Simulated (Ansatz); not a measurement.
# ClH6NOSi2: structure from calculated spectroscopic constants

These gas-phase data were calculated for one isomer of ClH6NOSi2 at PBE0-D3(BJ)/def2-SVP (harmonic, unscaled wavenumbers; equilibrium rotational constants with average atomic masses):

```
rotational constants            : 3.779, 1.5, 1.21 GHz
all wavenumbers above 1500 cm⁻¹ : 3720, 3618, 2292, 2281, 2275, 2267, 1543
```

Candidates:

(1) `N[SiH2]O[SiH2]Cl`, a singlet
(2) `O[Si@H](Cl)N[SiH3]`, a singlet

Problem. Which structure fits?

Solution. Candidate (1). 2 modes lie between 3250 and 3800 cm⁻¹, one for each N–H bond, while (2) has 1.

The same quantities for all candidates:

```
     rotational constants (GHz)               wavenumbers above 1500 cm⁻¹  E above the lowest, PBE0-D3(BJ)/def2-SVP (kcal/mol)
(1)            3.779, 1.5, 1.21  3720, 3618, 2292, 2281, 2275, 2267, 1543                                                  0.0
(2)          3.163, 1.727, 1.23        3920, 3618, 2319, 2246, 2238, 2237                                                  9.1
```

Each candidate is one conformer. Programs: Ansatz 0.2.0.
